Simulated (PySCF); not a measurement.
**Simulated characterisation data**

All values are calculated (PySCF): GIAO PBE0/pcSseg-1 shieldings, GFN2-xTB geometry. Gas phase, a single conformation, one averaged value for each set of equivalent atoms, relativity neglected.

Scale: ¹H and ¹³C vs TMS (reference shieldings calculated alike). Where no couplings were computed, multiplicities follow the n + 1 count of equivalent neighbours, and m marks all less simple cases (inequivalent or close neighbours, rings, F or P nearby). Shifts are as computed. Against solution values, carbons near 30 ppm lie about +3 ppm off and those near 130 ppm about +5 ppm; carbons on Cl a further +6 ppm. Of 1309 compounds with measured shifts, 239 miss one by over three times the rms of a fit or turn the order of signals round; such compounds aren't used in these exercises. Carbons bonded to Cl come out too deshielded.

Compound 1 (CH12OSi4). ¹H NMR (500 MHz, computed): δ 5.67 (m, 1H), 5.64 (m, 1H), 5.60 (m, 1H), 3.41 (m, 3H), 3.37 (d, 3H), 0.42 (d, 3H). ¹³C{¹H} NMR (computed): δ 4.7. Structure: SMILES C[Si@@H]([SiH3])O[SiH2][SiH3].

Compound 2 (C6H15ClSi2). ¹H NMR (500 MHz, computed): δ 6.43 (t, 1H), 4.42 (q, 2H), 3.54 (t, 3H), 2.34 (m, 2H), 1.41 (m, 1H), 1.00 (d, 6H). ¹³C{¹H} NMR (computed): δ 152.0 (CH), 140.6 (C), 42.2 (CH2), 32.7 (CH), 24.2 (CH3). Structure: `CC(C)C/C=C(\Cl)[SiH2][SiH3]`.
